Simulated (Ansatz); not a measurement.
Stepwise reaction of `C#[C][Ti]([F])([F])[C]#C` with hydrogen chloride, as a gas-phase model of exchange steps in deposition or etching. ΔE in kJ/mol; ΔG adds harmonic PBE0-D4 terms to CCSD(T)/CBS, at 1 bar.

Calculated with Ansatz (gas phase, PBE0-D4/def2-TZVP geometries, no zero-point term in ΔE). CBS: MP2 limit from def2 TZ/QZ plus the TZ coupled-cluster correction, frozen cores. This one scheme is used for every species. DFT in def2-TZVPP. B3LYP here is the variant with VWN-RPA as its local correlation; programs differ in this. For Ti outer-core shells are correlated without core-valence functions, which leaves a few kJ/mol of doubt a bond. Scalar relativity is left out up to krypton.

```tsv
step	reaction	PBE-D4	B3LYP-D4	ωB97M-V	CCSD(T)/CBS	ΔG(500 K)
2	`C#[C][Ti]([F])([F])[Cl]` + HCl → `[F][Ti]([F])([Cl])[Cl]` + `C#C`	-120.9	-122.2	-122.1	-119.5	-104.6
```

Give the row of step 1, `C#[C][Ti]([F])([F])[C]#C` + HCl → `C#[C][Ti]([F])([F])[Cl]` + `C#C`. (Estimate.)

The calculation gave: 
```tsv
step	reaction	PBE-D4	B3LYP-D4	ωB97M-V	CCSD(T)/CBS	ΔG(500 K)
1	`C#[C][Ti]([F])([F])[C]#C` + HCl → `C#[C][Ti]([F])([F])[Cl]` + `C#C`	-126.0	-127.4	-127.7	-125.1	-115.2
```

By hand: ΔE of the 2 steps together at CCSD(T)/CBS.

(-125.1) + (-119.5) = -244.6 kJ/mol, or -122.3 kJ/mol a step.

In ΔE each step is higher than the one before. All are downhill at CCSD(T)/CBS. ΔG lies between -115.2 and -104.6 kJ/mol a step. PBE-D4 differs from CCSD(T)/CBS by -1.4 to -0.9 kJ/mol a step. Only this route is followed, and other bonds may react first. Isolated molecules leave out the surface, adducts and barriers. Largest T1 diagnostic: 0.024.
